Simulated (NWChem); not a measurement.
Molecule: fluoroethane (C₂H₅F); SMILES FCC

```xyz
8

C      0.2785    -1.1818     0.0000
C     -0.5529     0.0867     0.0000
F      0.2852     1.1991     0.0000
H     -0.3706    -2.0652     0.0000
H      0.9180    -1.2222    -0.8878
H      0.9180    -1.2222     0.8878
H     -1.1927     0.1445     0.8898
H     -1.1927     0.1445    -0.8898
```
Atoms are numbered in this order, from 1.

The geometry was optimised at B3LYP/6-31G* (spherical d).

Symmetry labels are those of Cs in the frame above (b1 and b2, or b-type labels, depend on it).

**Question.** List the 6 lowest vertical singlet excitations from BHandHLYP/6-31+G* (spherical d), full TDDFT (NWChem).

**Answer.** 
| state | energy (eV) | oscillator strength | symmetry | leading excitation (squared amplitude) |
|---|---|---|---|---|
| S1 | 9.42 | 0.008 | a" | HOMO → LUMO (0.86) |
| S2 | 9.78 | 0.014 | a' | HOMO−1 → LUMO (0.80) |
| S3 | 9.97 | 0.003 | a" | HOMO → LUMO+2 (0.63) |
| S4 | 10.16 | 0.081 | a" | HOMO → LUMO+1 (0.70) |
| S5 | 10.21 | 0.011 | a' | HOMO−1 → LUMO+2 (0.65) |
| S6 | 10.42 | 0.188 | a' | HOMO → LUMO+3 (0.54) |
